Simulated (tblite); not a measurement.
Species: C6H7ClOSi.
SMILES with atom numbers: `[Cl:1][SiH2:2][O:3][c:4]1[cH:5][cH:6][cH:7][cH:8][cH:9]1` (hydrogens: H10, H11 on Si2; H12 on C5; H13 on C6; H14 on C7; H15 on C8; H16 on C9)

Cartesian coordinates in Å at the GFN2-xTB level; atoms count from 1:
```
atom  x, y, z in Å
Cl1    3.4104    1.3503    0.7468
Si2    2.9234   -0.1557   -0.5015
O3     1.5012   -0.8108   -0.0970
C4     0.2175   -0.3898    0.0216
C5    -0.1812    0.8901   -0.3393
C6    -1.5062    1.2624   -0.2007
C7    -2.4382    0.3666    0.2941
C8    -2.0390   -0.9097    0.6546
C9    -0.7172   -1.2906    0.5215
H10    2.9180    0.3879   -1.8551
H11    3.7827   -1.3042   -0.2929
H12    0.5513    1.5854   -0.7218
H13   -1.8094    2.2595   -0.4833
H14   -3.4712    0.6615    0.3987
H15   -2.7598   -1.6138    1.0426
H16   -0.3898   -2.2802    0.8002
```

All values are computed: GFN2-xTB (tblite) harmonic vibrations without scaling, gas phase. Against measured fundamentals such values can be off by several per cent, at times by over 20. Modes of hydrogen on silicon can be 10 to 20 % off. One conformer, not necessarily the lowest.

Harmonic wavenumbers (cm⁻¹): 31.0, 42.9, 114.1, 173.8, 252.2, 360.0, 377.5, 459.0, 481.3, 501.4, 528.4, 588.0, 626.5, 656.2, 711.9, 743.0, 762.4, 785.4, 868.7, 888.5, 923.3, 927.6, 945.6, 1009.7, 1078.1, 1112.6, 1178.5, 1184.7, 1265.2, 1276.3, 1319.3, 1438.6, 1469.8, 1587.2, 1598.3, 2280.8, 2376.2, 3080.2, 3083.5, 3090.1, 3098.5, 3104.6.

A = 2868, B = 625.3, C = 559.3 MHz; mass 157.995 u (most abundant isotopes); point group C1, symmetry number 1.

Problem. Zero-point energy?

Solution. Half the sum of the wavenumbers: 24190 cm⁻¹ = 289.38 kJ/mol.

Problem. What is S at 500 K and 1 bar for an ideal gas of classical rigid rotors and harmonic oscillators?

Solution. Translation 182.74, rotation 132.60, vibration 189.41: S = 504.7 J/(mol K).

Problem. And Cp and H(500 K) − H(0)?

Solution. Cp = 221.13 J/(mol K), of which vibrations give 187.87 (their classical limit is 42 R = 349.2); H(500 K) − H(0) = 64.75 kJ/mol without the zero-point energy, 48.12 from vibrations.

Problem. How do the functions run with temperature in this model?

Solution. 
```
 T (K)  S (J/(mol K))  Cp (J/(mol K))  H − H(0) (kJ/mol)  G − H(0) (kJ/mol)  ln q(vib)
    50          257.1            53.8               2.20             -10.66       0.92
   100          298.9            68.5               5.25             -24.63       2.14
298.15          408.8           150.9              26.67             -95.21       6.55
373.15          446.0           180.7              39.13            -127.27       8.27
   750          605.2           273.1             127.12            -326.78      16.86
  1000          688.4           304.6             199.63            -488.79      22.09
```

q(vib) and H(0) count from the zero-point level.

Problem. Which modes carry the vibrational entropy at 500 K?

Solution. 31.0 cm⁻¹: 28.41; 42.9 cm⁻¹: 25.71; 114.1 cm⁻¹: 17.61; 173.8 cm⁻¹: 14.16; 252.2 cm⁻¹: 11.16; 360.0 cm⁻¹: 8.38 J/(mol K); the other 36 give 83.97 together.

Problem. Blend soft modes into free rotors: weight 1/[1 + (100 cm⁻¹/ν̃)⁴] for the oscillator and the rest for a rotor with moment μB/(μ + B), μ = h/(8π²ν), B = 10⁻⁴⁴ kg m². What vibrational entropy results?

Solution. 170.47 J/(mol K) in place of 189.41, which changes −T·S at 500 K by +9.47 kJ/mol.

Hindered rotation and anharmonicity are outside this model. Other conformers, if any are populated, would add a mixing term that is left out. The structure is chiral; the term R ln 2 for an equal mix with its mirror image is left out.

Time: 0.7 s wall. Hardware: Arm Neoverse V1, one thread, shared host with 32 logical CPUs at a one-minute load of 23. This covers the Hessian and the dipole derivatives.
